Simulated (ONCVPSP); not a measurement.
germanium (Ge): one change to an ONCV potential, before and after

germanium (Ge), optimised norm-conserving Vanderbilt (ONCV), made with ONCVPSP 4.0.1 (LDA (Perdew-Wang 92), scalar-relativistic). Core [Ar], reference 3d10 4s2 4p2. Waves: 4s: rc 1.60 bohr, ncon 4, nbas 8, qcut 3.7 1/bohr, 2 projectors, debl 1.8 Ha; 4p: rc 1.60 bohr, ncon 4, nbas 9, qcut 5.1 1/bohr, 2 projectors, debl 1.8 Ha; 3d: rc 0.65 bohr, ncon 4, nbas 7, qcut 16.7 1/bohr, local. Local part: the d channel. Core correction: none.

All-electron outer shells of the reference configuration (LDA (PZ), scalar-relativistic, ld1.x):

```csv
shell,level (eV),outermost node (bohr),outermost maximum (bohr)
3s,-167.73,0.26,0.54
3p,-115.38,0.23,0.54
3d,-29.55,–,0.50
4s,-11.95,0.77,1.73
4p,-4.05,0.82,2.19
```

Change: d: rc 0.56.

Cutoffs: the cutoffs (Ha) at which the residual kinetic energy of the hardest occupied pseudo-wave falls to 1 and 0.1 mHa per electron; they do not see the model core or the augmentation charge, which bear on the density cutoff. Errors are all-electron minus pseudo energies relative to the spin-unpolarised reference configuration.

Task: What does the change do?

Result: The potential gets harder (373 Ha and 441 Ha → 532 Ha and 643 Ha); both files keep a bound ghost (p, s); the lowest positive-energy flag moves from s at 94.3 eV to s at 44.8 eV; the errors of the 4 common tests hardly move; the range in which the s phases agree widens (upper end 3.3 → at the end of the scan). A smaller radius makes the pseudo-wave follow the all-electron one further in, where it bends more sharply, so more plane waves are needed.

```csv
quantity,base,changed
"cutoff, loose",373 Ha,532 Ha
"cutoff, tight",441 Ha,643 Ha
loose cutoff by channel,"s 14 Ha, p 6.8 Ha, d 373 Ha","s 14 Ha, p 6.8 Ha, d 532 Ha"
bound ghosts,"s, p","s, p"
GHOST(+) flags under 300 eV,s at 94.3 eV,s at 44.8 eV
"error for 3d10 4s2 4p1, meV [ΔE 7.63 eV]",-1.0,-1.0
"error for 3d10 4s2 4p0, meV [ΔE 23.34 eV]",-2.8,-2.7
"error for 3d10 4s1 4p0, meV [ΔE 58.56 eV]",+5.2,+5.2
"error for 3d9 4s2 4p3, meV [ΔE 29.73 eV]",-446,-433
s: phases at 1.62 bohr within 0.05 rad from the reference energy up to (Ha; the scan ends near 5),3.3,to the end of the scan
p: phases at 1.62 bohr within 0.05 rad from the reference energy up to (Ha; the scan ends near 5),4.8,4.7
```

 A true bound ghost makes a file unfit for plane-wave use even where its test errors are small: the radial tests pick states by their node count and pass the ghost by.
